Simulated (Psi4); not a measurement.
Intermolecular potential of C2H2 ··· H4Si (SMILES C#C and [SiH4]), singlet. Monomers: optimised at B3LYP-D3(BJ) (def2-TZVP), held rigid. Orientation: lowest of the rigid-body minima from ten starts at GFN2-xTB. Only R, the distance of the centres of mass, is varied, so the lowest point isn't the relaxed dimer.

Calculation: SAPT0/jun-cc-pVDZ, frozen core (Psi4 1.11).

Components in kJ/mol:

```json
[
 {"R / Å": "3.98", "electrostatics": "4.92", "exchange": "30.47", "induction": "-6.45", "dispersion": "-9.76", "total": "19.17"},
 {"R / Å": "4.14", "electrostatics": "4.60", "exchange": "18.28", "induction": "-3.91", "dispersion": "-7.24", "total": "11.72"},
 {"R / Å": "4.37", "electrostatics": "3.83", "exchange": "8.61", "induction": "-1.93", "dispersion": "-4.81", "total": "5.70"},
 {"R / Å": "4.55", "electrostatics": "3.19", "exchange": "4.72", "induction": "-1.14", "dispersion": "-3.55", "total": "3.21"},
 {"R / Å": "4.72", "electrostatics": "2.63", "exchange": "2.65", "induction": "-0.71", "dispersion": "-2.70", "total": "1.87"},
 {"R / Å": "4.98", "electrostatics": "1.93", "exchange": "1.08", "induction": "-0.36", "dispersion": "-1.81", "total": "0.84"},
 {"R / Å": "5.24", "electrostatics": "1.40", "exchange": "0.44", "induction": "-0.19", "dispersion": "-1.25", "total": "0.40"},
 {"R / Å": "5.58", "electrostatics": "0.92", "exchange": "0.13", "induction": "-0.09", "dispersion": "-0.79", "total": "0.17"},
 {"R / Å": "6.02", "electrostatics": "0.55", "exchange": "0.03", "induction": "-0.04", "dispersion": "-0.46", "total": "0.07"},
 {"R / Å": "6.79", "electrostatics": "0.24", "exchange": "0.00", "induction": "-0.01", "dispersion": "-0.20", "total": "0.03"},
 {"R / Å": "7.78", "electrostatics": "0.10", "exchange": "0.00", "induction": "0.00", "dispersion": "-0.08", "total": "0.01"},
 {"R / Å": "9.05", "electrostatics": "0.04", "exchange": "0.00", "induction": "0.00", "dispersion": "-0.03", "total": "0.01"}
]
```
